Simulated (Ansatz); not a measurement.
Z-matrix (Å, degrees):
```
Sn
F 1 1.926
H 1 1.701 2 104.7
H 1 1.701 2 104.7 3 -120.0
H 1 1.701 2 104.7 3 120.0
```

The species carries charge 0 and has multiplicity 1. Sn takes the def2 core potential.

(1) List the CAM-B3LYP/def2-TZVPP orbital energies in eV (Ansatz). (Estimate.)

Results:

(1) Computed: Occupied: -671.99, -141.48, -96.43, -96.34, -96.34, -33.04, -30.54, -30.54, -30.42, -30.42, -29.99, -16.68, -12.59, -12.55, -12.55, -10.79, -10.79. Lowest empty: 0.00, 1.03, 1.80, 1.80, 3.31, 3.31, 4.48, 5.47.
